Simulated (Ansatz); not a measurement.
`B[CH2][GeH3]` + `[CH3][AlH][SH]` → `[CH3][AlH][S][GeH3]` + `BC` at 700 K and 1 bar (ligand exchange at a Ge–C bond).

Program: Ansatz. Geometries: PBE0-D4/def2-TZVP. ΔE: electronic, gas phase. CCSD(T)/CBS is the MP2 limit (def2-TZVPP, def2-QZVPP) plus CCSD(T) − MP2 in def2-TZVPP, frozen cores. This one scheme is used for every species. For Ge outer-core shells are correlated without core-valence functions, which leaves a few kJ/mol of doubt a bond. Scalar relativity is left out up to krypton. One conformer a species, not always the lowest.

```csv
species,CCSD(T)/CBS energy (Eh),H − E (kJ/mol),S (J/(mol·K))
`B[CH2][GeH3]`,-2143.14744,254.6,425.2
`[CH3][AlH][SH]`,-680.89694,198.6,411.7
`[CH3][AlH][S][GeH3]`,-2758.22792,267.7,522.2
`BC`,-65.83255,189.6,311.0
```

H − E and S are ideal-gas, rigid-rotor, harmonic terms from PBE0-D4/def2-TZVP, for one conformer and one mirror image of each species. 1 Eh = 2625.50 kJ/mol, R = 8.31446 J/(mol·K).

Q: By hand: ΔE, ΔH, ΔS and ΔG.

A: ΔE = (-2758.22792) + (-65.83255) − (-2143.14744) − (-680.89694) = -0.01609 Eh = -42.2 kJ/mol. Δ(H − E) = 267.7 + 189.6 − 254.6 − 198.6 = 4.1, so ΔH = -38.1 kJ/mol. ΔS = 522.2 + 311.0 − 425.2 − 411.7 = -3.7 J/(mol·K). ΔG = -38.1 − 700 × (-3.7)/1000 = -35.5 kJ/mol.

Q: By hand: the equilibrium constant, and the temperature at which ΔG would vanish if ΔH and ΔS stayed fixed.

A: log₁₀ K = −ΔG/(RT ln 10) = 2.6. ΔG = 0 at ΔH/ΔS = 10297 K, far beyond where these terms or the molecules hold.

The number of gas molecules stays the same, so ΔS is small and ΔH decides. A doubt of 5 kJ/mol in ΔE shifts log₁₀ K by 0.4 here. Other conformers and mirror images would add mixing entropy, several J/(mol·K) or more a flexible species. Modes under 60 cm⁻¹, often nearly free rotors, make the harmonic entropy too high. These are equilibria of isolated gas molecules and say nothing of rates. Largest T1 diagnostic: 0.011 (customary marks: 0.02 for closed shells, 0.045 for open ones).
